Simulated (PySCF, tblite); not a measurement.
Isomers of C4H9NSi2, one GFN2-xTB conformer each. Single-point energies are computed at PBE0/pcSseg-1 (PySCF, gas phase, no added dispersion term), electronic only.

```json
{"SMILES": "C#C[Si@@]1(N)CC[SiH2]1", "GFN2-xTB relative energy (kcal/mol)": "54.3"}
{"SMILES": "[SiH3]N[SiH]1C=CC=C1", "GFN2-xTB relative energy (kcal/mol)": "0.0"}
```

Conformers: `[CH:1]#[C:2][Si@@:3]1([NH2:4])[CH2:5][CH2:6][SiH2:7]1` with C2–Si3–N4–H 36° and 178°, C2–Si3–C5–C6 112°, Si3–C5–C6–Si7 11°, C5–C6–Si7–Si3 -9°, C2–Si3–Si7–C6 -101°; `[SiH3:1][NH:2][SiH:3]1[CH:4]=[CH:5][CH:6]=[CH:7]1` with Si1–N2–Si3–C4 -172°.

**Question.** What does PBE0/pcSseg-1 give for the same structures?

**Answer.** 
| SMILES | PBE0/pcSseg-1 E (Eh) | PBE0/pcSseg-1 (kcal/mol) | GFN2-xTB (kcal/mol) | point group |
| --- | --- | --- | --- | --- |
| [SiH3]N[SiH]1C=CC=C1 | -791.03214 | 0.0 | 0.0 | C1 |
| C#C[Si@@]1(N)CC[SiH2]1 | -790.98371 | 30.4 | 54.3 | C1 |

Both levels put the same isomer lowest. As drawn, the lower has a C=C bond outside aromatic rings, which the higher lacks; the higher has a four-membered ring, a C≡C bond and an Si–Si bond, which the lower lacks.

**Question.** Which frontier levels, dipoles and rotational constants go with these structures?

**Answer.** 
| SMILES | HOMO (eV, PBE0/pcSseg-1) | LUMO (eV) | dipole (D) | A, B, C (MHz) |
| --- | --- | --- | --- | --- |
| [SiH3]N[SiH]1C=CC=C1 | -6.63 | -1.61 | 0.90 | 5021, 942.1, 854.5 |
| C#C[Si@@]1(N)CC[SiH2]1 | -6.90 | -0.58 | 1.31 | 2490, 1233, 1134 |

**Question.** What happens when harmonic zero-point energies from GFN2-xTB frequencies are added?

**Answer.** 
```tsv
SMILES	ZPE (kcal/mol)	electronic (kcal/mol)	with ZPE (kcal/mol)
[SiH3]N[SiH]1C=CC=C1	70.1	0.0	0.0
C#C[Si@@]1(N)CC[SiH2]1	71.9	30.4	32.2
```

The zero-point energies span 1.8 kcal/mol. The order is unchanged.
